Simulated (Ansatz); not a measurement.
## Relative stability

The two ends of one reaction step of SiNH$_{6}$BrO, singlet (PBE0-D4/def2-TZVP).

A:

Si1  (-0.928, -0.185, 0.202)
O2  (-0.186, 1.282, 0.507)
H3  (-1.589, 0.073, -1.093)
H4  (-1.867, -0.476, 1.314)
N5  (0.103, -1.527, 0.078)
H6  (1.080, 1.596, -0.768)
Br7  (2.090, 1.578, -1.807)
H8  (0.206, 1.401, 1.375)
H9  (0.319, -2.118, 0.862)
H10  (0.772, -1.624, -0.669)
(Å)

B:

Si1  (-1.265, 0.075, -0.340)
O2  (2.126, 0.186, 0.019)
H3  (-0.829, 0.073, -1.751)
H4  (-2.731, -0.031, -0.184)
N5  (-0.510, -1.177, 0.515)
H6  (2.648, 0.372, -0.764)
Br7  (-0.749, 2.162, 0.381)
H8  (1.678, 1.014, 0.232)
H9  (-0.870, -1.466, 1.410)
H10  (0.501, -1.208, 0.482)
(Å)

Program: Ansatz 0.2.0. Basis: def2-TZVPP. Cores are frozen in the correlated methods. Filled d shells of the heavier atoms are correlated. The def2 sets are not built for correlating such inner shells, so the correlated values are less sure here. B3LYP uses VWN-RPA correlation.

(1) Which structure is lower at CCSD(T), and by how much? (To be estimated.)

(2) Do the other methods give the same order? (Judge from chemistry; the calculation decides.)

T1 diagnostic: at most 0.009.

## Answers

(1) The calculation gives: B, by 2.9 kJ/mol (electronic energy, against the other); a gap this small isn't resolved in one triple-zeta basis. By their contacts, A is a complex of SiNH₅O ([NH2][SiH2][OH]) + HBr and B is a complex of SiNH₄Br ([NH2][SiH2][Br]) + H₂O.

(2) Computed: Not all: CAM-B3LYP-D4 gives the other order.

```json
{"method": "SPW92", "E(B) − E(A) (kJ/mol)": "-0.1"}
{"method": "PBE-D4", "E(B) − E(A) (kJ/mol)": "-9.9"}
{"method": "BLYP-D4", "E(B) − E(A) (kJ/mol)": "-1.3"}
{"method": "r2SCAN-D4", "E(B) − E(A) (kJ/mol)": "-5.1"}
{"method": "B97M-V", "E(B) − E(A) (kJ/mol)": "-2.8"}
{"method": "PBE0-D4", "E(B) − E(A) (kJ/mol)": "-10.7"}
{"method": "B3LYP-D4", "E(B) − E(A) (kJ/mol)": "-2.3"}
{"method": "r2SCAN0-D4", "E(B) − E(A) (kJ/mol)": "-7.1"}
{"method": "BHLYP-D4", "E(B) − E(A) (kJ/mol)": "-3.2"}
{"method": "CAM-B3LYP-D4", "E(B) − E(A) (kJ/mol)": "3.0"}
{"method": "wB97X-V", "E(B) − E(A) (kJ/mol)": "-5.3"}
{"method": "wB97M-V", "E(B) − E(A) (kJ/mol)": "-6.9"}
{"method": "B2PLYP", "E(B) − E(A) (kJ/mol)": "-1.1"}
{"method": "PBE-QIDH", "E(B) − E(A) (kJ/mol)": "-8.1"}
{"method": "RPA on PBE", "E(B) − E(A) (kJ/mol)": "-1.1"}
{"method": "HF", "E(B) − E(A) (kJ/mol)": "-3.1"}
{"method": "MP2", "E(B) − E(A) (kJ/mol)": "-4.6"}
{"method": "CCSD", "E(B) − E(A) (kJ/mol)": "-2.5"}
{"method": "CCSD(T)", "E(B) − E(A) (kJ/mol)": "-2.9"}
```

Labels in which every atom is bracketed show which atoms are joined, not bond orders.

For scale, one of the runs: CCSD(T)/def2-TZVPP, 236 basis functions, launched by `ansatz run in.yaml --threads 8 --pin off --events-out ev --progress --plain --max-ram 19148MiB`. Time: 20 s of wall clock on 8 CPU threads of an Intel Xeon 6975P-C; the host was shared. Peak host memory: 4.9 GiB.
